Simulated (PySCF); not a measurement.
Below is a simulated gas-phase Si 2p photoelectron spectrum of `CC#C[Si@H](C)[SiH]([SiH3])[SiH3]`.

Every computed line was given a Gaussian of 0.4 eV full width at half maximum and an area set by the number of equivalent atoms (split 2:1 within a doublet); the highest printed point is 100. Theory: delta-SCF UKS SCAN, pcX-2 on the ionised atom, pcseg-1 elsewhere, spin-free X2C (PySCF).

(binding energy (eV), intensity): (105.0, 0), (105.1, 1), (105.2, 5), (105.3, 12), (105.4, 23), (105.5, 29), (105.6, 27), (105.7, 20), (105.8, 19), (105.9, 35), (106.0, 68), (106.1, 98), (106.2, 100), (106.3, 73), (106.4, 41), (106.5, 25), (106.6, 28), (106.7, 40), (106.8, 44), (106.9, 35), (107.0, 19), (107.1, 8), (107.2, 2), (107.3, 0)

**Question.** How many maxima does the curve show, and how many computed lines lie under it?

**Answer.** The curve has 3 maxima (at 105.5, 106.2 and 106.8 eV). Under it lie 8 lines from 4 inequivalent silicon sites, each drawn as a 2p3/2, 2p1/2 pair. At this width some lines have no maximum of their own.

**Question.** Decompose the envelope and assign each component. Numbering: `[CH3:1][C:2]#[C:3][Si@H:4]([CH3:5])[SiH:6]([SiH3:7])[SiH3:8]`.

**Answer.** 
```tsv
position (eV)	relative area	line	atoms	environment
105.52	0.67	Si 2p3/2	Si6	SiH silicon
106.15	0.33	Si 2p1/2	Si6	SiH silicon
106.16	0.67	Si 2p3/2	Si8	SiH3 silicon
106.16	0.67	Si 2p3/2	Si4	SiH silicon
106.16	0.67	Si 2p3/2	Si7	SiH3 silicon
106.78	0.33	Si 2p1/2	Si8	SiH3 silicon
106.78	0.33	Si 2p1/2	Si4	SiH silicon
106.78	0.33	Si 2p1/2	Si7	SiH3 silicon
```

**Question.** What are the centre and the root-mean-square width of the whole band?

**Answer.** The area-weighted mean of the lines is 106.21 eV. Their own spread about it is 0.40 eV (rms) and each Gaussian has σ = 0.4/2.355 = 0.17 eV; the variances add, which gives 0.44 eV.

Lowest listed Si 2p3/2: Si6, bonded to H and 3 Si. Highest, 0.64 eV above it: Si7, bonded to 3 H and Si. Summing the Pauling electronegativity differences to the bonded atoms, each weighted by its formal bond order, gives +0.30 for the lowest site and +0.90 for the highest; the largest sum, +1.60, belongs to Si4, 0.00 eV below the top. The values 106.16, 106.16 and 106.16 eV lie too close for their order to be trusted.

No satellites, vibrations or lifetime broadening are included. Spin–orbit and ligand-field terms were added within each 2p shell after the spin-free SCF. 2p1/2 minus 2p3/2 (ligand field included): Si 0.62 eV. One conformer (not necessarily the lowest) at the PBE0-D3(BJ)/def2-SVP geometry, without solvent, vibrations or thermal averaging.

Shape of the structure used: `[CH3:1][C:2]#[C:3][Si@H:4]([CH3:5])[SiH:6]([SiH3:7])[SiH3:8]`: C3–Si4–Si6–Si7 -59°.
